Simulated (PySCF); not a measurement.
BBr2, SMILES Br[B]Br (connectivity only; charge and spin as stated), charge +1, multiplicity 1.

The structure is a stationary point at B3LYP-D3(BJ)/def2-TZVP. The spin state was assumed, not searched. The isomer is the one that the SMILES or the coordinates give; other isomers of the formula were not compared.

Method: r2SCAN/def2-TZVPD in PySCF.

The molecule is in vacuum.

Computed frontier levels, gap, dipole moment and polarisability:
```
Item                                                               Value
------------------------------------------------  ----------------------
highest occupied level                                         -14.61 eV
lowest empty level                                              -8.77 eV
orbital gap                                                      5.85 eV
dipole moment about the centre of nuclear charge                  0.00 D
mean static polarisability                          48.1 bohr³ (7.13 Å³)
polarisability, principal values                  33.8, 33.8, 76.7 bohr³
```
